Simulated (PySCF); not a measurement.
**Cost of excited-state runs on `C=C(C)[C@H](F)CCCl`, C₆H₁₀ClF**

Geometry:
| atom | x (Å) | y (Å) | z (Å) |
| --- | --- | --- | --- |
| C1 | -1.936 | -1.138 | -0.602 |
| C2 | -1.234 | -0.059 | -0.304 |
| C3 | -1.826 | 1.181 | 0.290 |
| C4 | 0.256 | 0.006 | -0.538 |
| F5 | 0.622 | -0.821 | -1.587 |
| C6 | 1.041 | -0.434 | 0.702 |
| C7 | 2.527 | -0.145 | 0.570 |
| Cl8 | 2.833 | 1.614 | 0.636 |
| H9 | -1.477 | -2.005 | -1.045 |
| H10 | -2.998 | -1.185 | -0.436 |
| H11 | -1.788 | 1.995 | -0.434 |
| H12 | -1.266 | 1.495 | 1.169 |
| H13 | -2.862 | 1.016 | 0.572 |
| H14 | 0.555 | 1.019 | -0.838 |
| H15 | 0.638 | 0.069 | 1.581 |
| H16 | 0.902 | -1.511 | 0.822 |
| H17 | 2.912 | -0.501 | -0.386 |
| H18 | 3.091 | -0.590 | 1.389 |

PySCF with density fitting, on 1 thread of an Arm Neoverse V1, shared host. Command: `OMP_NUM_THREADS=1 python excited_run.py task.json out`

How long does each of these runs take, and how much memory?
- magnetisability and related constants, B3LYP/6-311G**; guess vsap
- magnetisability and related constants, B3LYP/pcSseg-1; isotopologues; writes grids


| run | level | basis functions | wall time | peak memory (GiB) |
| --- | --- | --- | --- | --- |
| magnetisability and related constants | B3LYP/6-311G** | 212 | 44 s | 0.91 |
| magnetisability and related constants | B3LYP/pcSseg-1 | 193 | 43 s | 0.94 |

Times from a shared host are rough.
